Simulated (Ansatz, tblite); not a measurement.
Spin states of the cluster Al4B2, each relaxed with B3LYP-D4/def2-SVP in Ansatz. Electronic energies in the gas phase.

The xTB rows come from tblite. Correlated methods freeze 22 core orbitals. The structure comes from a short search, and lower isomers may exist.

Singlet geometry (Cs within 0.1 Å):

Cartesian coordinates in Å:
```
B -0.188 -0.047 -0.353
B 0.425 0.459 0.978
Al 0.442 -1.950 -0.955
Al 1.592 -1.187 1.389
Al -0.707 2.260 0.853
Al -1.563 0.465 -1.912
```

Triplet geometry:

```xyz
6

B    -0.0194    0.1121    0.0451
B     1.1627   -1.0069    0.1263
Al   -1.9103    0.2176   -1.0763
Al    0.0584   -1.5501   -1.4949
Al    1.4624    0.1676    1.7428
Al   -0.7538    2.0597    0.6571
```

Quintet geometry (Cs within 0.1 Å):

| atom | x (Å) | y (Å) | z (Å) |
| --- | --- | --- | --- |
| B1 | 0.586 | 0.261 | 0.806 |
| B2 | -0.818 | 0.625 | 0.078 |
| Al3 | -0.212 | -1.548 | -0.362 |
| Al4 | -2.331 | -0.042 | -1.118 |
| Al5 | 0.762 | 1.866 | -0.537 |
| Al6 | 2.013 | -1.162 | 1.132 |

⟨S²⟩: triplet 2.06 at PBE0-D4/def2-TZVP (pure 2.00), quintet 6.03 at PBE0-D4/def2-TZVP (pure 6.00).

Run but left out: HF/STO-3G (singlet: restricted singlet, unstable in another Hartree–Fock run and untested here); HF/def2-TZVP, HF/def2-TZVPP (singlet: restricted singlet, unstable towards broken spin symmetry); MP2/def2-TZVP, MP2/def2-TZVPP, CCSD/def2-TZVPP, CCSD(T)/def2-TZVPP (triplet: ⟨S²⟩ 2.60 to 2.61, where a pure state has 2.00); MP2/def2-TZVP, MP2/def2-TZVPP (quintet: ⟨S²⟩ 6.18, where a pure state has 6.00).

Only these spin states were relaxed. The triplet has other bonds than the singlet, so the gap mixes isomer and spin. The quintet has other bonds than the singlet, so the gap mixes isomer and spin.

| level | triplet − singlet (kJ/mol) | quintet − singlet (kJ/mol) | lowest of these |
| --- | --- | --- | --- |
| GFN2-xTB | 61.4 | 164.5 | singlet |
| r2SCAN-D4/def2-TZVP | 3.3 | 47.0 | singlet |
| B2PLYP/def2-TZVP | 48.5 | 118.0 | singlet |

Task: Estimate the rows for GFN1-xTB, PBE-D4/def2-TZVP, PBE0-D4/def2-TZVP.

Result: 
```csv
level,triplet − singlet (kJ/mol),quintet − singlet (kJ/mol),lowest of these
GFN1-xTB,205.9,418.7,singlet
PBE-D4/def2-TZVP,36.1,94.5,singlet
PBE0-D4/def2-TZVP,20.5,70.7,singlet
```

The xTB methods have no term that favours high spin, so they put low spin too low.
